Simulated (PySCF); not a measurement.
# PdH: one state, many levels of theory

State: ²Σ⁺ (doublet), unpaired electrons σ ↑. Set-up: basis H def2-TZVPP, Pd def2-TZVPP with ECP28; scalar-relativistic core potentials; PySCF 2.14. De refers to H + Pd (4d10) in their ground configurations, without counterpoise correction. The functionals are run spin-unrestricted. A positive dipole means H(−)Pd(+).

| Level | Re (Å) | ωe (cm⁻¹) | De (eV) | μ (D) |
| --- | --- | --- | --- | --- |
| UHF | 1.633 | 1660 | n/a | 3.84 |
| UHF-MP2 | 1.448 | 2338 | n/a | n/a |
| UHF-SCS-MP2 | 1.472 | 2196 | n/a | n/a |
| UHF-CCSD | 1.524 | 2055 | 2.49 | n/a |
| UHF-CCSD(T) | 1.518 | 2077 | 2.55 | n/a |
| PBE | 1.530 | 2042 | 2.76 | 1.71 |
| BLYP | 1.541 | 2000 | 2.77 | 1.69 |
| TPSS | 1.540 | 2031 | 2.90 | 1.95 |
| r²SCAN | 1.521 | 2088 | 2.93 | 1.93 |
| PBE0 | 1.530 | 2030 | 2.53 | 2.10 |
| r²SCAN0 | 1.524 | 2056 | 2.69 | 2.24 |
| M06 | 1.548 | 1947 | 2.13 | 1.87 |
| ωB97X-V | 1.541 | 2006 | 2.41 | 2.46 |

The bond length runs from 1.448 Å (UHF-MP2) to 1.633 Å (UHF). De spans 2.13 eV (M06, hybrid meta-GGA) to 2.93 eV (r²SCAN, meta-GGA).

Correlated steps freeze no core orbitals. The metal atom is held in its measured ground configuration; semilocal functionals can put another filling of s and d lower by some tenths of an eV, and De to that atom would be smaller. Spin–orbit coupling is left out. The state is the lowest single determinant that the PBE0 search found; with open d or f shells the true ground state can be another one.
